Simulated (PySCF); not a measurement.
## Stretching SnBr

Set-up: PySCF, scalar-relativistic core potentials, basis sets Sn def2-TZVPPD with ECP28, Br def2-TZVPPD. Energies in eV from Sn + Br in their ground configurations at the same level. State: ²Π (doublet), unpaired electrons π ↑.

All columns are PBE0. A positive dipole means Sn(−)Br(+).

```tsv
R (Å)	E (eV)	μ (D)	Mulliken charge on Sn (basis-dependent)	HOMO (eV)	LUMO (eV)	Mayer bond order	⟨S²⟩
2.171	-2.551	-0.35	0.30	-4.46	-2.70	1.10	0.75
2.272	-3.128	-0.98	0.32	-4.62	-2.85	1.07	0.75
2.373	-3.436	-1.61	0.32	-4.78	-3.00	1.05	0.75
2.449	-3.541	-2.08	0.33	-4.90	-3.11	1.03	0.75
2.525	-3.568	-2.56	0.33	-5.02	-3.22	1.02	0.75
2.601	-3.537	-3.03	0.34	-5.13	-3.33	1.00	0.75
2.702	-3.430	-3.64	0.36	-5.28	-3.47	0.97	0.75
2.828	-3.230	-4.39	0.40	-5.46	-3.63	0.93	0.75
2.979	-2.937	-5.26	0.44	-5.66	-3.82	0.88	0.75
3.182	-2.514	-6.34	0.49	-5.91	-4.06	0.82	0.76
```

A fit through these points gives, at Re = 2.519 Å, μ = -2.52 D and dμ/dR = -6.23 D/Å; the reduced mass is 47.59 u.

Task: How strong is the fundamental in the double-harmonic approximation, I = 42.26·(dμ/dR)²/μred km/mol?

Result: I = 42.26·(-6.23)²/47.59 = 34.5 km/mol at PBE0.

Spin–orbit coupling is left out, which matters for elements this heavy, above all for dissociation energies. The state is the lowest determinant that a PBE0 search found; another state may lie lower at other levels.
